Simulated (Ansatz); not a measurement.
A short molecular-dynamics run on `CC(C)[NH][Ti]([OH])([OH])[OH]`.

```yaml
crystal:
  periodic: [false, false, false]
  atoms:
    - {symbol: C, position_ang: [-1.457430, -0.837435, 0.424463]}
    - {symbol: C, position_ang: [-1.111449, 0.166066, -0.660839]}
    - {symbol: C, position_ang: [-1.166462, -0.475546, -2.040614]}
    - {symbol: N, position_ang: [0.195374, 0.746305, -0.417034]}
    - {symbol: Ti, position_ang: [1.481057, 0.583355, 0.943684]}
    - {symbol: O, position_ang: [2.629751, 1.947215, 0.659535]}
    - {symbol: O, position_ang: [2.348358, -1.001385, 0.802372]}
    - {symbol: O, position_ang: [0.701618, 0.651067, 2.576343]}
    - {symbol: H, position_ang: [-2.447169, -1.264023, 0.250000]}
    - {symbol: H, position_ang: [-0.733328, -1.659092, 0.431661]}
    - {symbol: H, position_ang: [-1.452118, -0.367472, 1.409296]}
    - {symbol: H, position_ang: [-1.868519, 0.964853, -0.629109]}
    - {symbol: H, position_ang: [-2.164285, -0.871061, -2.248404]}
    - {symbol: H, position_ang: [-0.447686, -1.297074, -2.105347]}
    - {symbol: H, position_ang: [-0.922606, 0.249142, -2.821983]}
    - {symbol: H, position_ang: [0.457766, 1.396518, -1.150483]}
    - {symbol: H, position_ang: [2.835524, 2.717775, 1.188910]}
    - {symbol: H, position_ang: [2.282297, -1.688433, 0.140145]}
    - {symbol: H, position_ang: [0.797506, 0.034925, 3.303505]}
basis:
  gaussian: {orbitals: "6-31G*"}
hamiltonian: {xc: {name: BLYP}, dispersion: d4}
md: {timestep: 1 fs, n_steps: 50, ensemble: nve, temperature: 1500, initial_velocities: maxwell_boltzmann, seed: 176}
```

```sh
$ ansatz run in.yaml --threads 4 --pin off --events-out ev --progress --plain --max-ram 41984MiB --backend cpu
```

```
step  time (fs)  potential energy (eV)  kinetic (eV)  T (K)  conserved (eV)
   0        0.0            -34038.4697        3.2961   1500     -34035.1736
   1        1.0            -34038.2411        3.0896   1406     -34035.1515
   2        2.0            -34037.6197        2.5050   1140     -34035.1148
   3        3.0            -34037.1462        2.0450    931     -34035.1011
   4        4.0            -34037.0468        1.9365    881     -34035.1104
   5        5.0            -34037.1858        2.0559    936     -34035.1299
   6        6.0            -34037.2599        2.1138    962     -34035.1461
   7        7.0            -34037.0541        1.9171    872     -34035.1371
   8        8.0            -34036.7288        1.6118    733     -34035.1170
   9        9.0            -34036.6135        1.5040    684     -34035.1095
  10       10.0            -34036.8322        1.7058    776     -34035.1264
  11       11.0            -34037.1137        1.9599    892     -34035.1538
  12       12.0            -34037.0688        1.9282    877     -34035.1406
  13       13.0            -34036.8284        1.7120    779     -34035.1164
  14       14.0            -34036.7105        1.5944    726     -34035.1161
  15       15.0            -34036.7297        1.6028    729     -34035.1269
  16       16.0            -34036.7471        1.6217    738     -34035.1254
  17       17.0            -34036.7826        1.6619    756     -34035.1206
  18       18.0            -34036.9012        1.7701    806     -34035.1311
  19       19.0            -34036.9673        1.8255    831     -34035.1418
  20       20.0            -34036.8646        1.7357    790     -34035.1290
  21       21.0            -34036.7776        1.6575    754     -34035.1201
  22       22.0            -34036.8547        1.7279    786     -34035.1268
  23       23.0            -34036.9839        1.8429    839     -34035.1410
  24       24.0            -34036.9557        1.8211    829     -34035.1346
  25       25.0            -34036.8156        1.6897    769     -34035.1259
  26       26.0            -34036.6749        1.5495    705     -34035.1254
  27       27.0            -34036.5596        1.4417    656     -34035.1179
  28       28.0            -34036.5566        1.4370    654     -34035.1196
  29       29.0            -34036.6276        1.4937    680     -34035.1339
  30       30.0            -34036.5944        1.4635    666     -34035.1308
  31       31.0            -34036.5097        1.3898    632     -34035.1199
  32       32.0            -34036.5302        1.4002    637     -34035.1300
  33       33.0            -34036.5564        1.4206    646     -34035.1359
  34       34.0            -34036.5341        1.4113    642     -34035.1228
  35       35.0            -34036.6050        1.4749    671     -34035.1301
  36       36.0            -34036.6613        1.5228    693     -34035.1385
  37       37.0            -34036.5757        1.4507    660     -34035.1250
  38       38.0            -34036.4961        1.3760    626     -34035.1201
  39       39.0            -34036.4889        1.3623    620     -34035.1266
  40       40.0            -34036.4712        1.3438    612     -34035.1274
  41       41.0            -34036.4338        1.3108    596     -34035.1231
  42       42.0            -34036.4598        1.3422    611     -34035.1176
  43       43.0            -34036.6300        1.5007    683     -34035.1293
  44       44.0            -34036.7864        1.6379    745     -34035.1485
  45       45.0            -34036.7018        1.5690    714     -34035.1328
  46       46.0            -34036.5817        1.4656    667     -34035.1161
  47       47.0            -34036.6492        1.5229    693     -34035.1263
  48       48.0            -34036.7785        1.6469    749     -34035.1317
  49       49.0            -34036.8527        1.7212    783     -34035.1315
  50       50.0            -34036.8459        1.7167    781     -34035.1292
```

Velocities are drawn at the set temperature; a run this short doesn't reach equilibrium.

Frames (Å, forces in eV/Å):

```xyz
19
time=0.0 fs
C    -1.457   -0.837    0.424   -0.103   -0.167    0.242
C    -1.111    0.166   -0.661   -0.203    0.136    0.022
C    -1.166   -0.476   -2.041   -0.023   -0.090   -0.228
N     0.195    0.746   -0.417    0.206   -0.006    0.132
Ti    1.481    0.583    0.944    0.049   -0.017    0.156
O     2.630    1.947    0.660    0.136   -0.404   -0.673
O     2.348   -1.001    0.802    0.342    0.249    0.640
O     0.702    0.651    2.576   -0.347    0.668   -0.284
H    -2.447   -1.264    0.250   -0.328   -0.149   -0.042
H    -0.733   -1.659    0.432    0.227   -0.257    0.010
H    -1.452   -0.367    1.409    0.023    0.129    0.302
H    -1.869    0.965   -0.629   -0.277    0.265    0.004
H    -2.164   -0.871   -2.248   -0.322   -0.136   -0.097
H    -0.448   -1.297   -2.105    0.231   -0.264   -0.039
H    -0.923    0.249   -2.822    0.079    0.221   -0.280
H     0.458    1.397   -1.150    0.138    0.360   -0.419
H     2.836    2.718    1.189    0.162    0.733    0.559
H     2.282   -1.688    0.140   -0.103   -0.643   -0.677
H     0.798    0.035    3.304    0.114   -0.629    0.673
19
time=6.0 fs
C    -1.513   -0.869    0.463    0.119   -1.713    2.055
C    -1.114    0.069   -0.654   -1.327    4.460    2.107
C    -1.127   -0.390   -2.043   -0.731   -3.499   -0.281
N     0.200    0.764   -0.463    0.419   -0.854    1.393
Ti    1.506    0.624    0.965   -3.101   -4.036   -1.257
O     2.627    1.832    0.661    3.172    3.722   -0.819
O     2.360   -1.005    0.802   -0.027   -0.397   -1.183
O     0.652    0.640    2.507   -0.933    0.963    0.741
H    -2.520   -1.367    0.406    0.288    0.801   -0.598
H    -0.861   -1.784    0.604    0.118    0.750   -0.300
H    -1.516   -0.345    1.477    0.185   -0.340   -1.130
H    -1.901    0.968   -0.463    0.936   -1.449   -0.818
H    -2.101   -0.969   -2.218    0.733    1.044   -0.468
H    -0.371   -1.258   -1.970   -0.310    1.139   -1.091
H    -0.901    0.430   -2.745   -0.059   -0.585   -0.221
H     0.378    1.404   -1.227    0.010    0.281   -0.385
H     2.669    2.744    0.994    0.200    0.324    0.067
H     2.277   -1.306   -0.156    0.151    0.151    1.088
H     0.819    0.112    3.280    0.157   -0.763    1.098
19
time=12.0 fs
C    -1.558   -0.937    0.536   -0.545    0.218   -1.641
C    -1.131    0.060   -0.602    0.252    1.084    0.188
C    -1.098   -0.371   -2.048   -1.763   -0.839   -0.836
N     0.217    0.767   -0.481    0.019    1.016   -0.470
Ti    1.510    0.637    0.977   -2.889   -4.031   -1.511
O     2.688    1.796    0.648    2.860    5.315   -0.565
O     2.371   -1.017    0.784   -0.400    0.876   -1.563
O     0.585    0.636    2.470   -0.325   -0.811    3.913
H    -2.629   -1.294    0.382    1.085    0.318   -0.072
H    -0.902   -1.776    0.691    0.543   -0.778   -0.116
H    -1.535   -0.340    1.413   -0.060    0.564    1.365
H    -1.900    0.830   -0.477   -0.275    0.517   -0.184
H    -2.042   -0.915   -2.378    0.703    0.508    0.171
H    -0.272   -1.041   -2.146    0.850   -0.924   -0.365
H    -0.897    0.477   -2.746   -0.341   -0.238    0.314
H     0.278    1.440   -1.357    0.115   -1.469    2.161
H     2.541    2.797    0.770    0.453   -1.465   -0.151
H     2.319   -0.876   -0.233    0.337   -0.912    1.199
H     0.849    0.139    3.340   -0.618    1.052   -1.837
19
time=18.0 fs
C    -1.590   -0.990    0.589    2.605    2.627    0.221
C    -1.135    0.078   -0.547   -0.650    0.599   -1.343
C    -1.085   -0.384   -2.068    0.986   -0.436   -0.965
N     0.230    0.769   -0.476   -0.993   -2.573    4.460
Ti    1.495    0.624    0.980   -0.367   -0.705   -1.018
O     2.809    1.843    0.622    0.121   -0.491    0.099
O     2.375   -1.011    0.750   -0.637    0.596    1.535
O     0.505    0.634    2.482   -0.287    0.412    0.222
H    -2.604   -1.211    0.319   -0.748   -0.758    0.007
H    -0.868   -1.860    0.716   -0.938    0.717   -0.262
H    -1.569   -0.316    1.532   -0.143   -1.374   -0.962
H    -2.021    0.899   -0.525    1.711   -1.292    0.128
H    -1.981   -0.838   -2.528   -0.010   -0.522    0.548
H    -0.105   -0.929   -2.424   -1.648    0.180    1.204
H    -0.979    0.509   -2.707   -0.130    0.567    0.220
H     0.259    1.344   -1.236    0.495    2.282   -2.834
H     2.518    2.757    0.548   -0.106    1.013    0.016
H     2.462   -0.748   -0.165    0.612   -0.555   -1.953
H     0.815    0.229    3.301    0.126   -0.288    0.678
19
time=24.0 fs
C    -1.577   -0.981    0.623   -1.768    0.600   -3.706
C    -1.132    0.089   -0.526    0.707   -1.364   -1.135
C    -1.060   -0.392   -2.105   -4.604    1.920    0.737
N     0.224    0.752   -0.421   -0.516    1.155   -0.677
Ti    1.477    0.604    0.974    1.106    0.997   -0.269
O     2.929    1.901    0.595   -1.767   -1.297    0.401
O     2.370   -0.987    0.717    0.527    0.438   -1.493
O     0.421    0.635    2.509    0.236    0.424   -1.412
H    -2.654   -1.304    0.274    1.664    0.458    0.671
H    -0.988   -1.870    0.669    0.881   -0.839   -0.122
H    -1.646   -0.546    1.577   -0.015    0.936    1.479
H    -1.916    0.858   -0.542   -0.088    0.198    0.288
H    -1.996   -0.944   -2.563    1.338    0.717    1.146
H    -0.209   -0.890   -2.413    2.247   -1.211   -0.309
H    -1.115    0.644   -2.577    0.316   -1.078   -0.162
H     0.356    1.416   -1.276   -0.129   -1.303    1.645
H     2.552    2.778    0.368    0.047    0.167    0.109
H     2.735   -0.894   -0.243   -0.571   -0.465    1.668
H     0.763    0.288    3.330    0.390   -0.453    1.142
19
time=30.0 fs
C    -1.572   -0.951    0.597    2.450   -0.867    0.685
C    -1.103    0.061   -0.535   -1.587    1.689   -0.350
C    -1.091   -0.371   -2.115    2.325   -1.370    2.720
N     0.198    0.740   -0.355   -0.125    0.430   -0.264
Ti    1.466    0.591    0.967    1.707    1.386    0.776
O     3.013    1.936    0.576   -2.847   -0.371   -0.044
O     2.367   -0.953    0.673    0.541   -0.388   -0.094
O     0.350    0.638    2.526    1.921   -0.664    1.066
H    -2.505   -1.338    0.334   -2.254   -0.336   -0.866
H    -0.972   -1.926    0.582    0.034    1.128    0.107
H    -1.686   -0.656    1.712    0.679    0.369   -1.820
H    -1.911    0.935   -0.480    1.066   -1.406   -0.134
H    -1.900   -0.999   -2.392   -1.251   -0.662   -0.376
H    -0.093   -0.967   -2.335   -1.637    1.291    0.252
H    -1.149    0.595   -2.560    0.183    0.702   -1.218
H     0.490    1.348   -1.157   -0.444   -0.598    0.379
H     2.614    2.807    0.221    0.573   -1.192    0.655
H     2.963   -1.204   -0.081   -0.565    0.226    0.546
H     0.730    0.326    3.444   -0.769    0.634   -2.020
19
time=36.0 fs
C    -1.541   -0.949    0.552   -1.643   -1.126   -2.630
C    -1.095    0.054   -0.559   -1.473    1.748    0.246
C    -1.103   -0.362   -2.064   -2.998   -0.325    0.173
N     0.168    0.730   -0.283   -0.487   -0.531    0.606
Ti    1.467    0.587    0.966    2.112    1.337    1.369
O     3.044    1.943    0.565   -1.941   -2.857    1.094
O     2.373   -0.928    0.631   -1.030    0.551    1.249
O     0.307    0.638    2.532    1.048    0.261   -2.088
H    -2.630   -1.338    0.264    1.954    0.677    0.560
H    -0.869   -1.789    0.518    0.428   -0.978    0.144
H    -1.551   -0.568    1.548    0.047    0.815    0.803
H    -1.836    0.870   -0.426   -0.295    0.021   -0.347
H    -2.002   -1.139   -2.247    1.757    1.681    0.001
H    -0.184   -0.837   -2.233    1.629   -1.302   -0.566
H    -1.134    0.529   -2.800   -0.348   -1.036    1.111
H     0.523    1.223   -1.068    0.464    0.807   -1.499
H     2.732    2.755    0.171   -0.499    1.243   -0.437
H     3.034   -1.434    0.182    0.891   -0.666   -0.727
H     0.639    0.402    3.401    0.386   -0.319    0.936
19
time=42.0 fs
C    -1.516   -0.969    0.464    3.999    1.715    1.436
C    -1.117    0.082   -0.577   -2.101    2.307    0.480
C    -1.139   -0.369   -2.001    4.395   -0.779   -0.363
N     0.133    0.723   -0.220    0.815    1.566   -3.480
Ti    1.484    0.594    0.974    1.821    1.310    1.126
O     3.026    1.911    0.566   -2.147   -1.153    0.447
O     2.379   -0.907    0.601    1.086   -1.566    0.279
O     0.292    0.639    2.512    1.281    0.231   -1.669
H    -2.486   -1.245    0.275   -2.656   -1.241   -0.238
H    -0.740   -1.795    0.499   -0.943    0.376   -0.090
H    -1.400   -0.348    1.417   -0.494   -1.257   -0.550
H    -1.950    0.921   -0.464    1.027   -1.121   -0.211
H    -1.890   -1.034   -2.166   -2.517   -2.500   -0.422
H    -0.114   -0.913   -2.226   -1.593    0.429    0.414
H    -1.210    0.306   -2.821   -0.100    1.687   -0.472
H     0.584    1.147   -1.155   -0.831   -0.815    2.091
H     2.799    2.775    0.142   -0.093   -0.289    0.275
H     3.063   -1.637    0.454   -1.204    1.326    0.220
H     0.587    0.436    3.406    0.254   -0.227    0.725
19
time=48.0 fs
C    -1.450   -0.961    0.390   -2.982    0.153    1.700
C    -1.173    0.149   -0.586   -0.083   -0.668   -0.087
C    -1.128   -0.407   -1.967   -3.131   -0.871   -2.754
N     0.105    0.739   -0.207   -0.904    0.157    1.346
Ti    1.513    0.609    0.990    0.254    0.742    0.592
O     2.962    1.850    0.579   -1.557    0.471   -0.091
O     2.391   -0.900    0.578    0.425   -1.102    0.481
O     0.309    0.642    2.468    1.883   -0.346    1.727
H    -2.567   -1.345    0.314    1.891    0.544    0.006
H    -0.774   -1.814    0.451    0.388   -0.077   -0.449
H    -1.373   -0.375    1.317   -0.180   -0.801    0.716
H    -2.011    0.878   -0.541    0.206    0.107    0.261
H    -2.041   -1.205   -2.124    1.716    1.785    0.358
H    -0.257   -1.006   -2.164    0.958   -0.224   -0.173
H    -1.308    0.380   -2.786    0.558   -0.866    0.793
H     0.569    1.013   -1.009    1.526    1.103   -2.829
H     2.831    2.770    0.176   -0.007   -1.244    0.688
H     2.952   -1.693    0.766   -0.491    0.721   -0.119
H     0.553    0.443    3.459   -0.469    0.415   -2.165
19
time=50.0 fs
C    -1.444   -0.957    0.368   -1.162   -0.213    3.916
C    -1.187    0.162   -0.590   -1.031    0.496    0.169
C    -1.140   -0.422   -1.970   -0.842   -1.910   -2.042
N     0.094    0.748   -0.203    0.907    1.170   -1.558
Ti    1.523    0.616    0.996   -0.468    0.351    0.225
O     2.933    1.826    0.585   -1.046    0.838   -0.114
O     2.394   -0.899    0.573    1.027   -2.074    0.828
O     0.322    0.643    2.455    1.518   -0.108    0.893
H    -2.491   -1.358    0.334    0.476    0.223   -0.311
H    -0.745   -1.859    0.408   -0.352    1.213   -0.481
H    -1.380   -0.406    1.403   -0.029   -1.418   -1.211
H    -2.118    0.962   -0.540    1.959   -1.492    0.056
H    -2.032   -1.198   -2.091    1.360    1.487    0.095
H    -0.195   -1.088   -2.163   -1.214    1.385    0.250
H    -1.310    0.386   -2.729    0.529   -0.675   -0.031
H     0.626    1.016   -1.068   -0.358    0.032    0.222
H     2.829    2.753    0.204   -0.027   -1.145    0.611
H     2.925   -1.719    0.867   -1.052    1.633   -0.504
H     0.532    0.454    3.418   -0.195    0.206   -1.012
```

Run time 3.1 min (4 threads of an AMD EPYC 7R13 on a shared host); peak host memory 0.33 GiB.
